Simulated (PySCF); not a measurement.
Numbering as in the mapped SMILES `[CH3:1][CH2:2][c:3]1[cH:4][cH:5][cH:6][c:7]([OH:8])[c:9]1[F:10]`. Hydrogens are named by the atom that carries them.

PySCF 2.14 calculation with PBE0/pcSseg-1 with gauge-including orbitals and coordinates at the PBE0-D3(BJ)/def2-SVP level; relativity neglected, isolated molecule, a single conformation, equivalent nuclei averaged.

Shifts are taken against calculated references (same method and geometry level): ¹³C (184.41 ppm), ¹H (31.27 ppm) vs TMS; ¹⁷O (334.56 ppm) vs H2O; ¹⁹F (177.25 ppm) vs CFCl3.

```csv
atoms,nucleus,count,δ (ppm)
H(C2),¹H,2,2.56
H(C1),¹H,3,?
H(C4),¹H,1,?
O8,¹⁷O,1,?
C2,¹³C,1,26.9
C4,¹³C,1,?
C7,¹³C,1,150.3
H(C5),¹H,1,7.10
H(C6),¹H,1,6.99
C1,¹³C,1,18.1
H(O8),¹H,1,4.73
F10,¹⁹F,1,-167.4
C6,¹³C,1,118.8
C3,¹³C,1,136.6
C5,¹³C,1,129.9
C9,¹³C,1,?
```

Q: Fill in the missing shifts.

A: 
- C9: 155.3 ppm, aromatic carbon bearing fluorine; σ withdrawal by the attached heteroatom moves it downfield of the ring CH carbons
- C4: 124.8 ppm, aromatic CH
- H(C4): 6.73 ppm, hydrogen on an aromatic CH; ortho or para to a lone-pair donor, hence upfield of benzene
- H(C1): 1.18 ppm, hydrogen on a methyl carbon
- O8: 97.2 ppm, phenol-type oxygen

OH/NH shifts are gas-phase values; hydrogen bonding in solution moves them, usually downfield. Shifts are as computed. Against solution values, carbons near 30 ppm lie about +2 ppm off and those near 130 ppm about +5 ppm. Of 1211 compounds with measured shifts, 218 miss one by over three times the rms of a fit or turn the order of signals round; such compounds aren't used in these exercises. Unscaled 19F shifts against computed CFCl3 carry errors that often reach 10 to 50 ppm. Experimental scales use liquid or dissolved standards, which lie at an offset from isolated H2O (liquid H2O: subtract about 36 ppm).
